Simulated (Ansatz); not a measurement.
Cost and result for the atomization energy of C₂HClF₂Ge (`C#[C][Ge]([F])([F])[Cl]`) (7 atoms, 6 bonds).

```xyz
7

C    -1.995    0.129    0.514
C    -0.826    0.050    0.244
Ge    0.982   -0.069   -0.202
F     1.626   -1.564    0.321
F     1.878    1.129    0.625
Cl    1.365    0.127   -2.261
H    -3.031    0.198    0.759
```

Total charge 0; spin multiplicity 1. Correlated methods include outer-core shells of Ge, which these sets cover unevenly. Scalar relativity is left out up to krypton. The geometry is a stationary point of PBE0-D4/def2-TZVP. Program: Ansatz. All runs use 4 threads of an Arm Neoverse V1 on a shared host. Times are those of one run each, without the atoms' runs, and a repeat can differ threefold. Electronic energies, without spin–orbit coupling; frozen cores. CCSD(T)/CBS adds CCSD(T) − MP2 in def2-TZVPP to the MP2 limit, and its time is that of the two runs behind it. T1 = 0.012. With those shells the extrapolation isn't a true limit. B3LYP takes the VWN-RPA correlation (the form of Gaussian; ORCA's B3LYP/G).

CCSD(T)/CBS is a level of theory with its own doubt, some kJ/mol a heavy atom from the limit and from the frozen cores, so smaller differences don't rank the functionals.

```
                            level  functions  atomization (kcal/mol)  difference from CCSD(T)/CBS  per bond
               BLYP-D4/def2-TZVPP        228                   679.5                         -4.7      -0.8
               PBE0-D4/def2-TZVPP        228                   681.2                         -3.0      -0.5
                 CCSD(T)/def2-SVP        111                   640.1                        -44.1      -7.4
          CAM-B3LYP-D4/def2-TZVPP        228                   678.8                         -5.4      -0.9
 ωB97M-V/def2-TZVPP (with forces)        228                   680.9                         -3.3      -0.6
              PBE-QIDH/def2-TZVPP        228                   681.3                         -2.9      -0.5
            r2SCANh-D4/def2-TZVPP        228                   677.2                         -7.0      -1.2
               CCSD(T)/def2-TZVPP        228                   667.1                        -17.1      -2.9
B3LYP-D4/def2-TZVPP (with forces)        228                   672.8                        -11.4      -1.9
               ωB97X-V/def2-TZVPP        228                   682.8                         -1.4      -0.2
                CCSD(T)/CBS(def2)          –                   684.2                          0.0       0.0
                B2PLYP/def2-TZVPP        228                   675.4                         -8.8      -1.5
                   MP2/def2-QZVPP        417                   711.5                         27.3       4.5
```

Task: Order the runs by time, with rough figures. (Estimate.)

Result: Computed: BLYP-D4/def2-TZVPP 1.9 s; PBE0-D4/def2-TZVPP 3.2 s; CAM-B3LYP-D4/def2-TZVPP 3.9 s; B3LYP-D4/def2-TZVPP (with forces) 5 s; r2SCANh-D4/def2-TZVPP 6 s; B2PLYP/def2-TZVPP 6 s; PBE-QIDH/def2-TZVPP 6 s; ωB97X-V/def2-TZVPP 8 s; CCSD(T)/def2-SVP 8.5 s; ωB97M-V/def2-TZVPP (with forces) 11 s; MP2/def2-QZVPP 20 s; CCSD(T)/def2-TZVPP 3.3 min; CCSD(T)/CBS(def2) 3.6 min.

From PBE to PBE0 (25 % exact exchange), in def2-TZVPP and without D4, the atomization energy moves by −22.3 kcal/mol: exact exchange takes away binding that semilocal exchange gives to molecules. At CCSD(T), def2-SVP lies −44.1 kcal/mol from the extrapolated value and def2-TZVPP −17.1 kcal/mol: correlation converges slowly with the basis, and small sets miss more of it in the bonded molecule than in its fragments. The D4 term adds +7.1 kcal/mol with B3LYP and +3.7 kcal/mol with PBE0; it sums over pairs of atoms, weighted by their polarisabilities, and B3LYP, whose exchange is more repulsive, gets the larger term.
